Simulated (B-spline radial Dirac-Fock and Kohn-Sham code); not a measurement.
# Compton profile of Sm⁶¹⁺

System: the Sm⁶¹⁺ ion in the configuration 1s1.

The computed values come from a B-spline atomic structure program: the impulse approximation on Dirac-Fock densities. pz is in atomic units of momentum; subshell profiles are per electron, for a selection of subshells; open shells are spread over both j values by their weights.

```
 pz    J total   J 1s1/2
 12    0.01133    0.0113
 17    0.01030    0.0103
 24   0.008618   0.00862
 35   0.005998   0.00600
 50   0.003328   0.00333
 72   0.001334   0.00133
100  0.0004515  0.000451
```

Q: What is the peak value J(0), and which subshell contributes most to it?

A: J(0) = 0.01249. The 1s1/2 subshell gives the largest part, 100 %.

Mean momentum ⟨p⟩ by subshell (a.u.): 1s1/2 60.8.
